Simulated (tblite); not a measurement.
Species: C₆H₅N₂ (doublet state).
Cartesian coordinates in Å at the GFN2-xTB level; atoms count from 1:
```xyz
13
C6H5N2 angstrom
C     -3.3949   -0.1654   -0.2803
C     -2.2057   -0.1572   -0.1081
C     -0.8232   -0.1630    0.1158
C     -0.1332   -0.7990    1.1846
N      1.1618   -0.6064    1.0944
N      1.3604    0.1445   -0.0079
C      2.5839    0.5164   -0.3795
C      0.1775    0.4336   -0.6283
H     -4.4319   -0.1685   -0.4356
H     -0.5515   -1.3726    1.9870
H      3.4123    0.2030    0.2216
H      2.7081    1.1135   -1.2601
H      0.1320    1.0217   -1.5213
```

Structure optimised with GFN2-xTB, isolated species. This method treats the open shell by occupation alone, without spin polarisation.

Masses are those of the commonest isotopes; rigid-rotor values at the optimised geometry. The values belong to one conformer with, in the numbering `[CH:1]#[C:2][c:3]1[cH:4][n:5][n:6]([CH2:7])[cH:8]1`, N5–N6–C7–H 0° and 180°.

(1) What are A, B and C (cm⁻¹)?

(2) Classify the top.

(3) Is it planar, by Δ = Ic − Ia − Ib?

(4) Estimate the classical rotational partition function at 25 K, 200 K and 500 K.

Results:

(1) Ia = 67.98, Ib = 371.59, Ic = 439.56 u·Å²; 505379 MHz·u·Å²/I gives 7435, 1360 and 1150 MHz, that is A = 0.24799, B = 0.04537, C = 0.03835 cm⁻¹.

(2) A near-prolate asymmetric top. Ray's parameter κ = (2B − A − C)/(A − C) = -0.933; −1 is the prolate and +1 the oblate limit.

(3) Planar: Δ = Ic − Ia − Ib = 0.00 u·Å². For a rigid frame Δ = −2 Σ m c², so it vanishes when all atoms lie in the ab plane; here none is more than 0.01 Å from it.

(4) Point group Cs, symmetry number σ = 1; q = (√π/σ)·√((kT/h)³/(ABC)), k/h = 20836.6 MHz/K: 6180 at 25 K, 140000 at 200 K, 553000 at 500 K.

For this open shell read J as N, the rotation without spin; fine and hyperfine splittings come on top. Its GFN2-xTB frequencies are all real (lowest 124 cm⁻¹). These are rigid-rotor constants of the computed structure; measured ground-state constants (B0) also hold zero-point vibration.

The run took 0.14 s on Arm Neoverse V2, one thread, on a shared host. This is the geometry optimisation.
